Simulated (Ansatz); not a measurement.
Cartesian coordinates (Å):
```xyz
10

B     -1.4877     0.2281     0.3584
C     -0.2236    -0.2925    -0.3879
C      1.0772    -0.1449     0.3453
N      2.1213     0.4535    -0.0440
H     -1.5121     0.2604     1.5498
H     -2.4616     0.5383    -0.2531
H     -0.4643    -1.3735    -0.4438
H     -0.1448     0.0481    -1.4236
H      1.1013    -0.5890     1.3445
H      1.9987     0.8362    -0.9852
```
Charge 0, multiplicity 1.

The numbers are results of Ansatz (a first-principles code) with frozen-core CCSD(T)/cc-pVTZ // B3LYP-D3(BJ)/def2-TZVP, not measurements.

```
Quantity                       Result
----------------------  -------------
HF energy               -158.37856 Ha
MP2 correlation energy    -0.63639 Ha
```

Task: Estimate the CCSD correlation energy, the (T) correction, the total energy and the T1 diagnostic.

Result: 
The CCSD correlation energy is -0.67410 Ha, the (T) correction is -0.02840 Ha and the CCSD(T) total energy comes out as -159.08106 Ha. The T1 diagnostic is 0.012.
